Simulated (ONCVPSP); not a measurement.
## Li, ONCV: configuration errors across variants

```
Element                 : lithium
Generator               : ONCVPSP 4.0.1
Type                    : optimised norm-conserving Vanderbilt (ONCV)
Functional              : PBEsol
Relativity              : scalar-relativistic
Frozen core             : [He]
Valence charge          : 1
Reference configuration : 2s0.75 2p0.25
Partial waves           : 2s: rc 3.15 bohr, ncon 4, nbas 9, qcut 2.6 1/bohr, 2 projectors, debl 2.2 Ha; 2p: rc 4.00 bohr, ncon 3, nbas 6, qcut 2 1/bohr, 3 projectors, debl 3.1 Ha
Local potential         : polynomial inside 2.25 bohr (lpopt 3, dvloc0 0 Ha)
Core correction         : Teter function fitted to the true core (icmod 2), fcfact 0.4
```

All-electron excitation energies from the reference (eV): (1) 2s1 2p0 -0.441; (2) 2s0.5 2p0 1.572; (3) 2s0 2p1 1.320.

Errors AE − PS in meV (a dash: test not solved or not reliable):

| change | (1) | (2) | (3) | bound ghosts | GHOST(+) flags above zero |
| --- | --- | --- | --- | --- | --- |
| base | -0.7 | +4.6 | -7.9 | none | p |
| p: rc 2.92 | -0.4 | +3.6 | -3.9 | none | p |
| p: rc 3.22 | -0.5 | +3.9 | -5.6 | none | p |
| p: rc 3.64 | -0.7 | +4.3 | -7.0 | none | p |
| p: rc 4.06 | -0.8 | +4.7 | -8.1 | none | p |
| p: rc 4.46 | -0.9 | +5.1 | -9.1 | none | p |
| p: rc 5.24 | -1.0 | +6.1 | -11 | none | p |
| p: rc 5.84 | -1.1 | +7.3 | -12 | none | p |

(1) Give the same row for: p: rc 4.92.

Results:

(1) -1.0, +5.7, -10; bound ghosts: none; GHOST(+) flags above zero: p.
